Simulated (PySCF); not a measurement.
# Exercise with solution: chemical shift, span and skew from a shielding tensor

C4H5ClSi, SMILES C#C[SiH2]C(=C)Cl. Atoms are numbered in the order given.

```xyz
11

C      0.3959    -3.3788     0.0000
C     -0.1449    -2.2753     0.0000
Si    -0.9225    -0.6095     0.0000
C      0.4343     0.7049     0.0000
C      1.7611     0.4850     0.0000
Cl    -0.2178     2.3412     0.0000
H      0.8657    -4.3542     0.0000
H     -1.7766    -0.4418     1.2229
H     -1.7766    -0.4418    -1.2229
H      2.4935     1.3079     0.0000
H      2.1332    -0.5519     0.0000
```

The structure is a stationary point at PBE-D3(BJ)/def2-SVP. This is a generated structure with no PubChem entry under its InChIKey; it may be hypothetical. The values are those of a single conformer.

GIAO shieldings from PBE/pcSseg-1 (PySCF), non-relativistic, no solvent. The symmetric part of the tensor of C2 has the principal values 0.7, 6.0, 286.0 ppm. The same nucleus in TMS has σ = 182.0 ppm at this level (PySCF, at its B3LYP-D3(BJ)/def2-TZVP geometry). Without spin–orbit terms, shifts of atoms bonded to Cl or Br come out too high.

**Question.** Work out the isotropic shielding, the ¹³C shift against TMS, the span and the skew.

**Answer.** 
σ(iso) = (σ11 + σ22 + σ33)/3 = 97.6 ppm. δ = σ(ref) − σ(iso) = 182.0 − (97.6) = 84.4 ppm.
Span Ω = σ33 − σ11 = 285.3 ppm. Skew κ = 3(σ(iso) − σ22)/Ω = 0.96. Tumbling in solution averages the tensor to δ; in a static solid the shielding alone would spread this spin-1/2 line over Ω.
